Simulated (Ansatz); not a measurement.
Geometry optimisation, Ansatz, RHF/def2-SVP.

The input (input.yaml):

```yaml
crystal:
  periodic: [false, false, false]
  atoms:
    - { symbol: Ta, position_ang: [-0.175384, 0.322953, 0.051508] }
    - { symbol: F, position_ang: [1.687302, 0.522113, 0.337493] }
    - { symbol: Cl, position_ang: [-0.417784, 0.775254, 2.335172] }
    - { symbol: Cl, position_ang: [0.38491, -0.587974, -2.025544] }
    - { symbol: Cl, position_ang: [-0.955996, 2.30827, -0.720268] }
    - { symbol: Cl, position_ang: [-1.97211, -1.142292, 0.186386] }
    - { symbol: Si, position_ang: [1.497547, -2.753001, 1.41801] }
    - { symbol: H, position_ang: [0.667753, -3.824729, 0.83658] }
    - { symbol: H, position_ang: [2.920111, -2.948332, 1.09312] }
    - { symbol: H, position_ang: [1.290162, -2.645519, 2.871832] }
    - { symbol: H, position_ang: [1.084889, -1.473944, 0.81841] }
basis:
  gaussian: { orbitals: def2-SVP }
hamiltonian:
  xc: hf
relax:
  f_tol: 0.03
  max_steps: 50
```

Run as:

```bash
$ ansatz run input.yaml --threads 4 --pin off --max-ram 5120MiB --backend cpu --events-out ev --progress --plain --runs-dir out
```

Q: Where does it end, and by what steps?

A: The run converged. The force dipped under the threshold on the way, but the program's further checks kept it going. After 24 steps the energy has fallen by 0.264 eV; Cl6 moved furthest, 1.79 Å.

| step | energy less start (eV) | largest force component (eV/Å) | accepted |
| --- | --- | --- | --- |
| 0 | 0.0000 | 1.024 | yes |
| 1 | -0.1153 | 0.349 | yes |
| 2 | -0.1380 | 0.114 | yes |
| 3 | -0.1431 | 0.299 | yes |
| 4 | -0.1491 | 0.070 | yes |
| 5 | -0.1507 | 0.064 | yes |
| 6 | -0.1537 | 0.052 | yes |
| 7 | -0.1562 | 0.082 | yes |
| 8 | -0.1549 | 0.158 | no |
| 9 | -0.1596 | 0.055 | yes |
| 10 | -0.1606 | 0.058 | yes |
| 11 | -0.1624 | 0.090 | yes |
| 12 | -0.1644 | 0.094 | yes |
| 13 | -0.1731 | 0.196 | yes |
| 14 | -0.1840 | 0.199 | yes |
| 15 | -0.2249 | 0.361 | yes |
| 16 | -0.2354 | 0.702 | yes |
| 17 | -0.2576 | 0.141 | yes |
| 18 | -0.2599 | 0.032 | yes |
| 19 | -0.2604 | 0.028 | yes |
| 20 | -0.2624 | 0.115 | yes |
| 21 | -0.2615 | 0.084 | no |
| 22 | -0.2636 | 0.025 | yes |
| 23 | -0.2641 | 0.021 | yes |
| 24 | -0.2644 | 0.019 | yes |

```xyz
11
Properties=species:S:1:pos:R:3
Ta -0.545 1.095 -0.300
F 1.228 1.691 -0.168
Cl -0.588 0.898 1.988
Cl 0.209 -0.636 -1.611
Cl -1.095 3.101 -1.270
Cl -2.754 0.328 -0.461
Si 1.913 -3.586 1.805
H 1.390 -4.729 1.020
H 3.195 -3.131 1.221
H 2.127 -4.004 3.211
H 0.932 -2.474 1.768
```

Whether the end is a true minimum wasn't checked by a vibrational analysis.

The run took 2.2 min on 4 threads of Intel(R) Xeon(R) Platinum 8259CL CPU @ 2.50GHz (Skylake/Cascade Lake), with other jobs on the host, peak memory 0.55 GiB.
